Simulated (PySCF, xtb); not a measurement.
CH5FO2Si, SMILES CO[SiH](O)F.

GFN2-xTB (xtb 6.7.1) at its own geometry gives an orbital gap of 8.25 eV and a dipole moment of 2.14 D.

Geometry: PBE0-D3(BJ)/def2-SVP. This is a generated structure with no PubChem entry under its InChIKey; it may be hypothetical. Other conformers were not sampled.

### Question
What does HF/def2-TZVP in PySCF give? (An estimate is asked for; the answer gives what the named calculation found.)

### Answer
gap 16.39 eV (levels -12.69 and 3.69 eV), dipole 1.82 D.
